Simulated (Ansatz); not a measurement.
Isolated molecules relaxed with PBE0-D4/def2-TZVP in Ansatz; ΔE leaves out vibrations. CCSD(T)/CBS adds triple-zeta CCSD(T) − MP2 to the extrapolated MP2 energy (def2 sets, frozen cores). Functionals use def2-TZVPP. B3LYP here is the variant with VWN-RPA as its local correlation; programs differ in this. Elements past krypton have def2 core potentials. For Ge, Te outer-core shells are correlated without core-valence functions, which leaves a few kJ/mol of doubt a bond. Scalar relativity is left out up to krypton. One conformer a species, not always the lowest.

Reaction (cleavage of the Ge–Si bond): `O[SiH](S)[GeH3]` + `OC[TeH]` → `[GeH3][O]C[TeH]` + `O[SiH2]S`

```json
{"level": "PBE-D4", "ΔE (kcal/mol)": "1.8", "difference from CCSD(T)/CBS": "4.4"}
{"level": "PBE0-D4", "ΔE (kcal/mol)": "0.8", "difference from CCSD(T)/CBS": "3.4"}
{"level": "B3LYP-D4", "ΔE (kcal/mol)": "-2.3", "difference from CCSD(T)/CBS": "0.3"}
{"level": "ωB97X-V", "ΔE (kcal/mol)": "-3.4", "difference from CCSD(T)/CBS": "-0.8"}
{"level": "ωB97M-V", "ΔE (kcal/mol)": "-2.8", "difference from CCSD(T)/CBS": "-0.2"}
{"level": "B2PLYP", "ΔE (kcal/mol)": "-4.1", "difference from CCSD(T)/CBS": "-1.5"}
{"level": "PBE", "ΔE (kcal/mol)": "1.6", "difference from CCSD(T)/CBS": "4.2"}
{"level": "r2SCAN", "ΔE (kcal/mol)": "-1.0", "difference from CCSD(T)/CBS": "1.6"}
{"level": "PBE0", "ΔE (kcal/mol)": "0.5", "difference from CCSD(T)/CBS": "3.1"}
{"level": "B3LYP", "ΔE (kcal/mol)": "-2.8", "difference from CCSD(T)/CBS": "-0.2"}
{"level": "HF/def2-TZVPP", "ΔE (kcal/mol)": "-8.4", "difference from CCSD(T)/CBS": "-5.8"}
{"level": "MP2/def2-TZVPP", "ΔE (kcal/mol)": "-4.9", "difference from CCSD(T)/CBS": "-2.3"}
{"level": "SCS-MP2/def2-TZVPP", "ΔE (kcal/mol)": "-6.4", "difference from CCSD(T)/CBS": "-3.8"}
{"level": "CCSD(T)/def2-TZVPP", "ΔE (kcal/mol)": "-3.9", "difference from CCSD(T)/CBS": "-1.3"}
{"level": "HF/def2-QZVPP", "ΔE (kcal/mol)": "-8.9", "difference from CCSD(T)/CBS": "-6.3"}
{"level": "MP2/CBS(def2)", "ΔE (kcal/mol)": "-3.7", "difference from CCSD(T)/CBS": "-1.1"}
{"level": "CCSD(T)/CBS", "ΔE (kcal/mol)": "-2.6", "difference from CCSD(T)/CBS": "0"}
```

Largest T1 diagnostic among the species: 0.012.

In def2-TZVPP, CCSD(T) changes the Hartree–Fock value by +4.6 kcal/mol (the triples alone add +0.4 kcal/mol) and MP2 by +3.5 kcal/mol. From PBE to PBE0 (25 % exact exchange), in def2-TZVPP and without D4, ΔE moves by −1.1 kcal/mol.
